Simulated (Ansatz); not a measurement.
Start from `FC/C=N\[SiH3]` and change one atom or group (the configuration at the double bond changes too) to get `O/C=N/[SiH3]`.

Ansatz, PBE0-D4/def2-TZVP geometries, multiplicity 1. Each molecule was computed in one conformer, which needn't be the lowest.

```tsv
property	`FC/C=N\[SiH3]`
LUMO energy (ωB97M-V/def2-TZVPP) / eV	1.19
HOMO–LUMO gap (ωB97M-V/def2-TZVPP) / eV	10.56
HOMO energy (PBE/def2-TZVPP) / eV	-5.67
LUMO energy (PBE/def2-TZVPP) / eV	-2.06
HOMO energy (PBE0/def2-TZVPP) / eV	-7.06
HOMO energy (ωB97M-V/def2-TZVPP) / eV	-9.37
```

Q: Give the same properties after the change, and the shifts. (Best estimate.)

A: Ansatz gave: 
```tsv
property	`O/C=N/[SiH3]`	shift
LUMO energy (ωB97M-V/def2-TZVPP) / eV	2.12	0.93
HOMO–LUMO gap (ωB97M-V/def2-TZVPP) / eV	12.25	1.69
HOMO energy (PBE/def2-TZVPP) / eV	-6.39	-0.72
LUMO energy (PBE/def2-TZVPP) / eV	-1.22	0.84
HOMO energy (PBE0/def2-TZVPP) / eV	-7.80	-0.74
HOMO energy (ωB97M-V/def2-TZVPP) / eV	-10.13	-0.76
```

With PBE0 the HOMO falls by 0.74 eV and the LUMO rises by 0.87 eV, so the gap widens by about 1.61 eV. PBE moves the HOMO by -0.72 eV and ωB97M-V by -0.76 eV.
